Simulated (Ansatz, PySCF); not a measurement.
C3H8Si2, SMILES C=C1C[SiH2][SiH2]1. Atoms are numbered in the order given.

```xyz
13

C     -1.5527     1.7513     0.4161
C     -0.6884     0.8663    -0.0965
C      0.8009     1.1073    -0.3428
Si     1.4223    -0.6244     0.2436
Si    -0.8327    -1.0257    -0.2834
H     -2.5896     1.4812     0.6394
H     -1.2559     2.7838     0.6399
H      1.2059     2.0117     0.1394
H      1.0050     1.1822    -1.4275
H      1.7141    -0.6466     1.7065
H      2.5715    -1.2126    -0.5054
H     -1.8088    -1.7199     0.6053
H     -1.0603    -1.4629    -1.6947
```

Geometry optimised at B3LYP-D3(BJ)/def2-SVP. The structure was generated by enumeration, and PubChem lists no compound with its InChIKey, so it may never have been made.

Two levels are set side by side: PBE-D3(BJ)/def2-SVP (Ansatz, a first-principles code) and B3LYP-D3(BJ)/def2-SVP (Ansatz). Each level has its own optimised geometry; the coordinates shown are those of the second. Frequencies come from the Hessian of PySCF at each geometry. Differences are taken from unrounded values.

```tsv
quantity	B3LYP-D3(BJ)	PBE-D3(BJ)	PBE-D3(BJ) minus B3LYP-D3(BJ)
mean bond length (Å)	1.494	1.502	0.008
bond C1–C2 (Å)	1.339	1.348	0.009
bond C2–C3 (Å)	1.529	1.526	-0.003
bond C2–Si5 (Å)	1.907	1.912	0.005
bond C3–Si4 (Å)	1.931	1.937	0.006
bond Si4–Si5 (Å)	2.350	2.351	0.001
bond C1–H6 (Å)	1.095	1.102	0.008
bond C1–H7 (Å)	1.097	1.105	0.008
bond C3–H8 (Å)	1.102	1.110	0.008
bond C3–H9 (Å)	1.106	1.114	0.008
bond Si4–H10 (Å)	1.492	1.505	0.013
bond Si4–H11 (Å)	1.493	1.506	0.014
bond Si5–H12 (Å)	1.491	1.505	0.013
bond Si5–H13 (Å)	1.495	1.508	0.014
highest harmonic wavenumber (cm⁻¹)	3203	3145	-58
mean harmonic wavenumber (cm⁻¹)	1235	1199	-36
zero-point energy (kcal/mol)	58.26	56.55	-1.72
```

Exact exchange shortens and stiffens bonds; PBE has none. Differences between two approximate levels are no errors against the true value.
